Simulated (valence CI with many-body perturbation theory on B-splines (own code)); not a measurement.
Values are calculated unless marked as measured or tabulated.
**Hyperfine factors and g values of Pt36+**

Method: relativistic CI+MBPT: six valence electrons over a frozen Dirac-Fock core [Kr], radial functions for each j: 7 s, 7 p, 8 d, 6 f, 4 g, 1 h, with the one-electron correlation potential Σ1 (screened to all orders), the two-electron term Σ2, the three-electron term Σ3, Breit, model QED; selected single and double excitations, second order for the rest, scaled by the run's own slope (own B-spline code, finite nucleus).

The last digits are not significant, and no measured levels were compared; by estimate large intervals hold to a few tenths of a per cent, small ones and those within an open d or f shell to about a per cent. Core correlation moves these levels by up to 9300 cm⁻¹, and in measured spectra 5 to 20 % of such shifts remained as error; rates that hang on mixing are uncertain with them. Among the levels kept, up to 720 cm⁻¹ of a level comes from second order outside the variational space, and about a tenth of that is noise between levels of different J, which matters for small intervals. Only levels of the ground parity were solved; by the run's estimate the other parity begins above the list, which can be wrong where configurations are misplaced.

A/g_I is the dipole constant over the nuclear g factor μ/I (μ in nuclear magnetons, uniformly magnetised nucleus), B/Q the quadrupole constant per barn. Both hold the static response of the core; the bare values leave it out. Large factors of s and p1/2 electrons are usually good to 5 to 10 %; those of open d and f shells near neutrality can be off by tens of per cent, and small factors of p3/2, d and f electrons come from cancelling terms and can be off by a factor of two or in sign, in half-filled shells by more. B is blank for J = 1/2, where it vanishes, and for nearly pure S terms. Energies count from the lowest level. Levels with J = 0 are left out.

Levels are named by their leading jj configuration (3d3/2^4 stands for four electrons in 3d with j = 3/2), which in mixed levels can hold well under half, so a name can repeat and another be missing. Letters in brackets count levels of one name in rising energy.

```
                    Level  E (eV)      g  A/g_I (MHz)  A/g_I bare  B/Q (MHz/b)  B/Q bare
    (4d3/2^4 4d5/2^2) J=4   0.000  1.259        10800       11300        21200     20400
    (4d3/2^4 4d5/2^2) J=2   2.905  1.280        10600       11200       -12000    -11500
(4d3/2^3 4d5/2^3) J=3 [a]  19.887  1.364         6020        6890          751       678
(4d3/2^3 4d5/2^3) J=4 [a]  20.825  1.176        11900       12200        18700     18100
(4d3/2^3 4d5/2^3) J=1 [a]  21.810  1.297        10900       11500        -7830     -7490
    (4d3/2^3 4d5/2^3) J=5  24.205  1.130        14500       14700        10400     10100
    (4d3/2^3 4d5/2^3) J=6  24.493  1.108        16300       16400       -20700    -20100
(4d3/2^3 4d5/2^3) J=2 [a]  26.604  0.974        20300       19900       -15600    -15000
(4d3/2^3 4d5/2^3) J=3 [b]  27.246  1.057        18000       17900         5410      5120
(4d3/2^3 4d5/2^3) J=1 [b]  32.261  1.184         8340        8660        16000     15400
(4d3/2^3 4d5/2^3) J=2 [b]  32.491  1.126        15200       15300        27100     26100
(4d3/2^3 4d5/2^3) J=4 [b]  32.669  1.049        18400       18300       -16200    -15700
(4d3/2^3 4d5/2^3) J=3 [c]  33.497  1.065        18100       18000       -25100    -24200
(4d3/2^2 4d5/2^4) J=2 [a]  42.564  1.443          721        1840        -4720     -4540
(4d3/2^2 4d5/2^4) J=4 [a]  45.365  1.099        15500       15600         3380      3360
(4d3/2^2 4d5/2^4) J=3 [a]  46.436  1.202        10700       11100        -9040     -8710
    (4d3/2^2 4d5/2^4) J=5  47.153  1.095        16700       16700       -15100    -14500
    (4d3/2^2 4d5/2^4) J=6  48.847  1.050        18200       18100       -21700    -20900
(4d3/2^2 4d5/2^4) J=3 [b]  49.404  0.970        21000       20700          445       442
    (4d3/2^2 4d5/2^4) J=1  50.290  1.007        20300       20100        -7460     -7190
(4d3/2^2 4d5/2^4) J=4 [b]  51.607  1.049        18900       18800         -202      -246
(4d3/2^2 4d5/2^4) J=2 [b]  51.800  1.050        18500       18400       -14900    -14400
(4d3/2^2 4d5/2^4) J=2 [c]  56.387  0.878        24900       24300         -131     -93.0
(4d3/2^2 4d5/2^4) J=4 [c]  58.098  1.158        13200       13400       -22400    -21600
(4d3/2^2 4d5/2^4) J=2 [d]  64.986  1.023        18900       18800        24500     23700
      (4d3/2 4d5/2^5) J=1  68.041  1.497        -3190       -1910        -4480     -4290
      (4d3/2 4d5/2^5) J=4  73.436  1.030        19000       18900        -7980     -7540
      (4d3/2 4d5/2^5) J=2  75.391  1.191        12600       12900       -26700    -25800
      (4d3/2 4d5/2^5) J=3  76.155  1.066        17400       17300       -23900    -23000
```

Question: Take the isotope of mass number 195, with I = 1/2, μ = 0.6073 μN. What is the hyperfine structure of (4d3/2^3 4d5/2^3) J=1 [a]?

Answer: From the table A = 13200 MHz. Shifts from the centre of gravity in MHz: F = 1/2: -13200, F = 3/2: 6600.
